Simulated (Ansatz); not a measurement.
Isolated molecules relaxed with PBE0-D4/def2-TZVP in Ansatz; ΔE leaves out vibrations. CBS: MP2 limit from def2 TZ/QZ plus the TZ coupled-cluster correction, frozen cores. This one scheme is used for every species. DFT in def2-TZVPP. For Ge, Zn outer-core shells are correlated without core-valence functions, which leaves a few kJ/mol of doubt a bond. Scalar relativity is left out up to krypton. One conformer a species, not always the lowest.

Reaction (formal exchange of groups at a Zn–C bond): `[CH3][Zn][F]` + `[OH][GeH]1[CH2][SiH2]1` → `[F][Zn][GeH]1[CH2][SiH2]1` + CH₃OH

`[CH3][Zn][F]`:

```xyz
6

C     0.141   -0.454   -0.568
Zn   -0.223    0.719    0.899
F    -0.557    1.796    2.243
H    -0.709   -0.482   -1.251
H     1.019   -0.112   -1.118
H     0.329   -1.466   -0.205
```

`[OH][GeH]1[CH2][SiH2]1`:

Z-matrix (Å, degrees):
```
Ge
C 1 1.983
Si 1 2.303 2 51.8
O 1 1.784 2 111.2 3 -112.3
H 1 1.533 2 117.5 3 118.0
H 2 1.088 1 114.4 3 111.6
H 2 1.087 1 117.8 3 -113.8
H 3 1.482 1 120.9 2 -103.0
H 3 1.483 1 121.7 2 103.3
H 4 0.959 1 111.6 2 126.7
```

`[F][Zn][GeH]1[CH2][SiH2]1`:

```xyz
10

F     2.274   -3.384    1.594
Zn    1.714   -1.948    0.744
Ge    0.939   -0.021   -0.326
C    -1.034    0.051   -0.785
Si   -0.720    1.337    0.536
H     1.784    0.572   -1.460
H    -1.620   -0.825   -0.525
H    -1.241    0.393   -1.796
H    -1.282    1.066    1.879
H    -0.816    2.760    0.137
```

CH₃OH:

```xyz
6

C     0.049    0.296   -0.192
O    -0.671   -0.759    0.403
H    -0.672    0.913   -0.728
H     0.795   -0.061   -0.913
H     0.554    0.928    0.550
H    -0.054   -1.318    0.880
```

| level | ΔE (kJ/mol) |
| --- | --- |
| PBE-D4 | 24.7 |
| PBE0-D4 | 21.4 |
| MP2/def2-TZVPP | 39.4 |
| SCS-MP2/def2-TZVPP | 37.1 |
| CCSD(T)/def2-TZVPP | 33.0 |
| MP2/def2-QZVPP | 35.8 |
| SCS-MP2/def2-QZVPP | 34.4 |
| HF/CBS(def2) | 19.7 |

What does CCSD(T)/CBS give? (Estimate.)

The calculation gave: +26.6 kJ/mol. The listed levels differ from it by -1.9, -5.2, 12.8, 10.5, 6.4, 9.2, 7.8, -6.9 kJ/mol.

Largest T1 diagnostic among the species: 0.016.

From PBE to PBE0 (25 % exact exchange), in def2-TZVPP and without D4, ΔE moves by −3.1 kJ/mol. In def2-TZVPP, CCSD(T) changes the Hartree–Fock value by +13.5 kJ/mol (the triples alone add +1.6 kJ/mol) and MP2 by +19.9 kJ/mol.
